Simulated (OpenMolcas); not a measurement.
GeH3O2F (SMILES [OH][GeH]([OH])[F]): methods side by side

The species is GeH3O2F (7 atoms), meant as a singlet with charge 0. As SMILES, `[OH][GeH]([OH])[F]`. The coordinates come from a PBE0-D4/def2-TZVP relaxation. This is one conformer, not always the lowest.

Quantity: the HOMO–LUMO gap, in eV. The values are calculated.

```
          level             kind     program  value (eV)  CPU time
 SVWN5/def2-SVP              LDA  OpenMolcas        6.78      23 s
  BLYP/def2-SVP              GGA  OpenMolcas        6.66      33 s
   PBE/def2-SVP              GGA  OpenMolcas        6.81      33 s
revPBE/def2-SVP              GGA  OpenMolcas        6.84      32 s
  TPSS/def2-SVP         meta-GGA  OpenMolcas        7.13      44 s
 B3LYP/def2-SVP    global hybrid  OpenMolcas        8.95      29 s
M06-2X/def2-SVP  hybrid meta-GGA  OpenMolcas       12.39      38 s
  PBE0/def2-SVP    global hybrid  OpenMolcas        9.66      29 s
```

All-electron rows without a relativistic Hamiltonian named are non-relativistic. The values span 6.66 to 12.39 eV. Orbital gaps aren't excitation energies; they tend to grow with the share of exact exchange. Times are those of the runs behind each value, whatever else they computed, on shared processors of several kinds: orders of magnitude only.
